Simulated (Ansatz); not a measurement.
```yaml
crystal:
  periodic: [false, false, false]
  atoms:
    - {symbol: O, position_ang: [-0.398658, -1.432869, 0.401801]}
    - {symbol: W, position_ang: [0.122902, 0.247923, -0.120257]}
    - {symbol: F, position_ang: [1.397573, 0.356102, 1.211373]}
    - {symbol: F, position_ang: [-1.123996, 0.301561, -1.481180]}
    - {symbol: F, position_ang: [0.469497, 2.024336, -0.479977]}
    - {symbol: F, position_ang: [-1.155915, 0.903175, 1.063848]}
    - {symbol: Cl, position_ang: [1.693951, -0.501730, -1.576003]}
    - {symbol: H, position_ang: [-1.005363, -1.898498, 0.980395]}
basis:
  gaussian: {orbitals: def2-mTZVP, fitting: {mean_field: cc-pVTZ-jkfit}}
magnetization: {spin_polarized: false, initial_magnetization: 2}
hamiltonian: {xc: {name: wB97X}}
output: {forces: true}
```

```sh
$ ansatz run in.yaml --threads 4 --pin off --events-out ev --progress --plain --max-ram 11315MiB
```

**Question.** How does Ansatz answer? (Estimate.)

**Answer.** The calculation gave: The input was rejected before any iteration.
```
Functional definition: wB97X
Error: <dir> the basis set cc-pVTZ-JKFIT has no functions for W
```
